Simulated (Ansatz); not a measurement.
Molecule: sum formula VO$_{4}$H$_{3}$, charge 0, multiplicity 1. SMILES: [O]=[V]([OH])([OH])[OH]
Coordinates optimised at B3LYP-D3(BJ)/def2-TZVP (Ansatz, a first-principles code):
```
V
O 1 1.5696
O 1 1.7767 2 109.54
H 3 0.9636 1 121.51 2 0.00
O 1 1.7767 2 109.54 3 -120.00
H 5 0.9636 1 121.51 2 0.00
O 1 1.7767 2 109.54 5 -120.00
H 7 0.9636 1 121.51 2 0.00
```
Charge 0, spin multiplicity 1.

Wanted: atomisation energy (electronic, to ground-state atoms), in kcal/mol. Cores are frozen in the correlated levels unless marked. UHF or UKS for open shells. No spin-orbit coupling. The frozen core is the preceding noble-gas configuration, with the filled d and f shells of earlier blocks. No relativistic terms. The coupled-cluster limit lacks core correlation, which all-electron functionals hold. CBS(X,Y): correlation extrapolated as X^-3; Hartree-Fock from the larger set. [CCSD(T)-MP2]/basis is that difference in the basis named.

```
level                                                                 program  atomisation energy (kcal/mol)
-------------------------------------------------------------  --------------  -----------------------------
revPBE-D4/def2-TZVPD                                           Ansatz + dftd4                          814.8
B3LYP-D4/def2-TZVPD                                            Ansatz + dftd4                          779.9
PBE0-D4/def2-TZVP                                              Ansatz + dftd4                          766.6
B2PLYP-D3(BJ)/def2-TZVPD                                       Ansatz + dftd3                          789.6
MP2/6-31G*                                                             Ansatz                          758.8
RI-MP2/def2-TZVPP                                                      Ansatz                          816.7
RI-MP2/def2-TZVPPD                                                     Ansatz                          818.9
CCSD/def2-TZVPPD                                                       Ansatz                          708.4
CCSD(T)/def2-SVP                                                       Ansatz                          707.3
RI-MP2/CBS(def2-TZVPPD,def2-QZVPPD)+[CCSD(T)-MP2]/def2-TZVPPD          Ansatz                          777.6
```

The T1 diagnostic of CCSD in the largest basis is 0.034, which is high, so the coupled-cluster rows are less sure than usual.
